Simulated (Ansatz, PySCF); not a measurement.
The pair A = PH3 (SMILES P) (first 4 atoms), B = H2Se (SMILES [SeH2]); geometry from B3LYP-D3(BJ)/def2-TZVP.
(charge 0, multiplicity 1):
```xyz
7

P      0.116     0.076    -0.172
H     -0.638     1.265    -0.006
H      0.206     0.218    -1.582
H     -1.032    -0.753    -0.234
Se     0.268     0.119     3.464
H     -0.045    -0.370     4.817
H      0.978    -1.123     3.132
```

Frozen-core correlation. Filled d and f shells under p-block atoms count as core. CBS: X⁻³ extrapolation of the correlation energy, Hartree–Fock from the larger set. MP2 and its Hartree–Fock in def2-QZVPPD are density fitted.

Programs: Ansatz (a program for electronic structure) with Gaussian orbitals; PySCF for the dispersion terms. Each number belongs to the level named beside it.

The monomers are drawn apart, rigid, along the line of their centres of mass. Counterpoise-corrected interaction energies (kcal/mol):

```
level                                                     R = 5.150 Å  R = 6.606 Å
--------------------------------------------------------  -----------  -----------
PBE/def2-TZVPPD                                               -0.2787      -0.0590
PBE-D3(BJ)/def2-TZVPPD                                        -0.5246      -0.1161
wB97M-V/def2-TZVPPD                                           -0.3936      -0.0987
MP2/CBS(def2-TZVPPD, def2-QZVPPD) + ΔCCSD(T)/def2-TZVPPD      -0.3986      -0.1003
```

**Question.** R is the distance of the centres of mass. Find the local exponent m of E ∝ R⁻ᵐ between the two points.

**Answer.** 
m = ln(E₁/E₂)/ln(R₂/R₁): PBE/def2-TZVPPD 6.2; PBE-D3(BJ)/def2-TZVPPD 6.1; wB97M-V/def2-TZVPPD 5.6; MP2/CBS(def2-TZVPPD, def2-QZVPPD) + ΔCCSD(T)/def2-TZVPPD 5.5. For scale, two fixed dipoles give m = 3, dipole and quadrupole 4, quadrupoles 5, and dispersion or dipole-induced dipole 6 at long range; at these distances several terms mix, and what is left of overlap and damping shifts m, so it need not match one of them.
